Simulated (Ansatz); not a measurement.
Ge₃S₆. The state is a singlet with charge 0. Geometry r2SCAN-D4/def2-SVP.

Cartesian coordinates in Å:
```
Ge 1.9080 -0.3134 -1.0236
Ge -1.8245 -0.9225 -0.7797
Ge -0.0833 1.2359 1.8036
S -1.9565 0.3376 1.0363
S -0.1605 2.3699 3.4785
S -3.5118 -1.7758 -1.5022
S 3.6719 -0.5985 -1.9746
S 1.8673 0.9495 0.7953
S 0.0895 -1.2828 -1.8337
```

Another isomer (singlet) lies 0.11 eV lower at PBE0-D4/def2-TZVP; other spin states weren't run for this one.

Estimate the orbital energies around the gap (eV) in Ansatz with HF/STO-3G, PBE-D4/def2-SVP, PBE-D4/def2-TZVP, PBE0-D4/def2-SVP, CAM-B3LYP-D4/def2-TZVP.


| orbital | HF/STO-3G | PBE-D4/def2-SVP | PBE-D4/def2-TZVP | PBE0-D4/def2-SVP | CAM-B3LYP-D4/def2-TZVP |
| --- | --- | --- | --- | --- | --- |
| HOMO−9 | -8.94 | -8.63 | -8.67 | -9.92 | -11.12 |
| HOMO−8 | -8.94 | -8.63 | -8.67 | -9.92 | -11.12 |
| HOMO−7 | -8.59 | -8.32 | -8.39 | -9.69 | -11.04 |
| HOMO−6 | -8.59 | -8.32 | -8.39 | -9.69 | -11.04 |
| HOMO−5 | -6.30 | -7.02 | -7.11 | -8.18 | -9.41 |
| HOMO−4 | -6.30 | -7.02 | -7.11 | -8.18 | -9.41 |
| HOMO−3 | -6.28 | -6.71 | -6.82 | -7.91 | -9.17 |
| HOMO−2 | -6.28 | -6.70 | -6.79 | -7.91 | -9.17 |
| HOMO−1 | -6.03 | -6.70 | -6.79 | -7.82 | -9.03 |
| HOMO | -5.59 | -6.28 | -6.38 | -7.45 | -8.70 |
| LUMO | 4.13 | -3.81 | -3.85 | -3.10 | -2.22 |
| LUMO+1 | 4.13 | -3.62 | -3.78 | -3.06 | -2.22 |
| LUMO+2 | 5.38 | -3.61 | -3.78 | -3.06 | -2.11 |
| LUMO+3 | 5.63 | -3.59 | -3.69 | -2.92 | -1.96 |
| LUMO+4 | 5.98 | -3.59 | -3.69 | -2.91 | -1.96 |
| LUMO+5 | 5.98 | -2.51 | -2.72 | -1.86 | -1.01 |
